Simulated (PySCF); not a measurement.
Isomers of C5H6ClNS, one GFN2-xTB conformer each. Single-point energies are computed at PBE0/pcSseg-1 (PySCF, gas phase, no added dispersion term), electronic only.

Task: Rank them by PBE0/pcSseg-1 energy, lowest first (kJ/mol).
A. `[CH3:1][CH2:2][c:3]1[s:4][cH:5][n:6][c:7]1[Cl:8]` with C1–C2–C3–S4 77°
B. `[CH3:1][CH2:2][c:3]1[cH:4][s:5][c:6]([Cl:7])[n:8]1` with C1–C2–C3–C4 -94°
C. `[CH3:1][CH2:2][c:3]1[n:4][c:5]([Cl:6])[cH:7][s:8]1` with C1–C2–C3–N4 94°
D. `[CH3:1][CH2:2][c:3]1[cH:4][c:5]([Cl:6])[s:7][n:8]1` with C1–C2–C3–C4 -73°

Result: C (0.0), A (6.0), B (8.6), D (31.8).

Neighbours under 10 kJ/mol apart (CCc1nc(Cl)cs1 and CCc1scnc1Cl; CCc1scnc1Cl and CCc1csc(Cl)n1) can change places with a better method, another conformer or zero-point energy. GFN2-xTB itself gives, in the same order: 0.0, 5.3, 9.3, 22.0. Both levels put the same isomer lowest; measured from each level's own lowest isomer, the values differ by up to 9.8 kJ/mol (CCc1cc(Cl)sn1: 22.0 against 31.8).

Task: Which frontier levels, dipoles and rotational constants go with these structures?

Result: 
```json
{"SMILES": "CCc1nc(Cl)cs1", "HOMO (eV, PBE0/pcSseg-1)": "-6.98", "LUMO (eV)": "-1.02", "dipole (D)": "2.61", "A, B, C (MHz)": "2844, 898.9, 723.5"}
{"SMILES": "CCc1scnc1Cl", "HOMO (eV, PBE0/pcSseg-1)": "-7.01", "LUMO (eV)": "-1.05", "dipole (D)": "2.78", "A, B, C (MHz)": "1760, 1450, 845.4"}
{"SMILES": "CCc1csc(Cl)n1", "HOMO (eV, PBE0/pcSseg-1)": "-7.00", "LUMO (eV)": "-1.03", "dipole (D)": "2.25", "A, B, C (MHz)": "2700, 927.3, 731.7"}
{"SMILES": "CCc1cc(Cl)sn1", "HOMO (eV, PBE0/pcSseg-1)": "-7.46", "LUMO (eV)": "-1.09", "dipole (D)": "1.87", "A, B, C (MHz)": "2911, 882.6, 713.3"}
```
